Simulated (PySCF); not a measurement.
CH3Cl5Si2: calculation and literature

Numbering as in the mapped SMILES `[CH3:1][Si:2]([Cl:3])([Cl:4])[Si:5]([Cl:6])([Cl:7])[Cl:8]`. Hydrogens are named by the atom that carries them.

Theory: geometry from GFN2-xTB, shieldings: GIAO PBE0/pcSseg-1, in PySCF (averaged over atoms made equivalent by symmetry, fast rotation or ring inversion, one computed conformer, non-relativistic Hamiltonian, no solvent model).

Reference values: measured (solution; U. Herzog, Habilitationsschrift, TU Bergakademie Freiberg, 2002/2003).
| atoms | quantity | reference | computed | computed, scaled |
| --- | --- | --- | --- | --- |
| Si2 | δ ²⁹Si vs TMS | 14.0 | 23.1 | 12.0 |
| Si5 | δ ²⁹Si vs TMS | -0.2 | 20.6 | 9.9 |

Computed shifts are σ(ref) − σ with the named reference compound (TMS for H and C) calculated as an isolated molecule at the same level. The measured values may be among those fitted. Shieldings were converted by a linear fit to measured shifts: ²⁹Si: δ = 279.94 − 0.822σ (rms 8.9 ppm, 72 shifts, 25.8 ppm with the 6 outliers that the fit left out vs TMS, solution or neat liquid). A few per cent of atoms miss by over 2 rms, more outside the fitted compound classes.

How far are the unscaled ²⁹Si shifts from the references?

Answers

Mean signed difference +14.95 ppm, mean absolute 14.95 ppm over 2 comparisons; the largest is +20.8 ppm at Si5 (silicon bonded to 3 Cl, Si).
